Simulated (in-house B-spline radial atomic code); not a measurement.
A fraction x of an electron is removed from 3p in Zn III (Zn2+), starting from [Ar] 3d10 and keeping the highest spin. Computed with a radial B-spline atomic code at the basis-set limit: non-relativistic BHandHLYP, spin-polarised, spherical fractional occupations, point nucleus.

Caution: exact exchange at fractional occupations of open shells leaves self-interaction of up to several eV.

```tsv
x	E(x) - E(0) (eV)	3p down level (eV)
0	0.0000	-114.457
0.01	1.1453	-114.603
0.16	18.5015	-116.823
0.33	?	?
0.43	50.5989	-120.966
0.5	59.1051	-122.069
0.56	?	?
0.63	75.1086	-124.146
0.87	105.3728	-128.075
0.94	114.3789	-129.243
1	122.1637	-130.251
```

**Question.** What belongs in the row x = 0.33?

**Answer.** An energy change of 38.5803 eV; 3p down at -119.411 eV.

**Question.** What belongs in the row x = 0.56?

**Answer.** An energy change of 66.4578 eV; 3p down at -123.023 eV.

**Question.** Check Janak's theorem between x = 0.01 and 0.16.

**Answer.** The slope of the energy is 115.71 eV; the orbital levels give 115.71 eV (-ε of the emptying orbital, averaged over the two points).
